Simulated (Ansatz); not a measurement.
Reaction (formal exchange of groups at the Se–H bond): `[GeH3][SeH]` + `O=CC(F)S` → `O=C[Se][GeH3]` + `FCS`

Computed with Ansatz on PBE0-D4/def2-TZVP structures; ΔE is electronic, products minus reactants. CCSD(T)/CBS is the MP2 limit (def2-TZVPP, def2-QZVPP) plus CCSD(T) − MP2 in def2-TZVPP, frozen cores. Functionals use def2-TZVPP. B3LYP here is the variant with VWN-RPA as its local correlation; programs differ in this. For Ge, Se outer-core shells are correlated without core-valence functions, which leaves a few kJ/mol of doubt a bond. Scalar relativity is left out up to krypton. One conformer a species, not always the lowest.

`[GeH3][SeH]`:

Z-matrix (Å, degrees):
```
Ge
Se 1 2.357
H 1 1.536 2 110.4
H 1 1.536 2 110.4 3 121.8
H 1 1.533 2 104.9 3 -119.1
H 2 1.469 1 93.0 3 -60.2
```

`O=CC(F)S`:

```xyz
8

O    -1.469   -0.323   -0.965
C    -0.277   -0.305   -0.922
C     0.559   -0.088    0.334
F     1.532    0.828   -0.033
S    -0.374    0.407    1.765
H     0.350   -0.423   -1.828
H     1.080   -1.019    0.581
H    -1.402    0.923    1.068
```

`O=C[Se][GeH3]`:

```xyz
8

O     1.420    0.945   -0.797
C     0.860    0.197   -1.541
Se   -0.628   -0.923   -1.072
Ge   -0.673   -0.166    1.174
H     1.146    0.068   -2.600
H    -0.946    1.340    1.187
H     0.656   -0.516    1.845
H    -1.835   -0.945    1.804
```

`FCS`:

Cartesian coordinates in Å:
```
F 0.750 1.061 0.806
C -0.238 0.392 0.123
S -0.019 -1.384 0.136
H -0.261 0.771 -0.899
H -1.193 0.585 0.616
H 0.961 -1.425 -0.782
```

| level | ΔE (kcal/mol) | difference from CCSD(T)/CBS |
| --- | --- | --- |
| PBE-D4 | -9.6 | -3.1 |
| r2SCAN-D4 | -8.8 | -2.3 |
| PBE0-D4 | -7.3 | -0.8 |
| B3LYP-D4 | -8.2 | -1.7 |
| ωB97X-V | -5.2 | 1.3 |
| ωB97M-V | -5.4 | 1.1 |
| B2PLYP | -7.6 | -1.1 |
| PBE | -9.4 | -2.9 |
| r2SCAN | -8.7 | -2.2 |
| PBE0 | -7.1 | -0.6 |
| B3LYP | -7.8 | -1.3 |
| HF/def2-TZVPP | -3.0 | 3.5 |
| MP2/def2-TZVPP | -7.5 | -1.0 |
| SCS-MP2/def2-TZVPP | -6.7 | -0.2 |
| CCSD/def2-TZVPP | -5.1 | 1.4 |
| CCSD(T)/def2-TZVPP | -6.1 | 0.4 |
| HF/def2-QZVPP | -3.1 | 3.4 |
| MP2/def2-QZVPP | -7.7 | -1.2 |
| SCS-MP2/def2-QZVPP | -6.9 | -0.4 |
| HF/CBS(def2) | -3.1 | 3.4 |
| MP2/CBS(def2) | -7.8 | -1.3 |
| CCSD/CBS(def2) | -5.4 | 1.1 |
| CCSD(T)/CBS | -6.5 | 0 |

Largest T1 diagnostic among the species: 0.014.

In def2-TZVPP, CCSD(T) changes the Hartree–Fock value by −3.1 kcal/mol (the triples alone add −1.0 kcal/mol) and MP2 by −4.5 kcal/mol. From PBE to PBE0 (25 % exact exchange), in def2-TZVPP and without D4, ΔE moves by +2.3 kcal/mol.
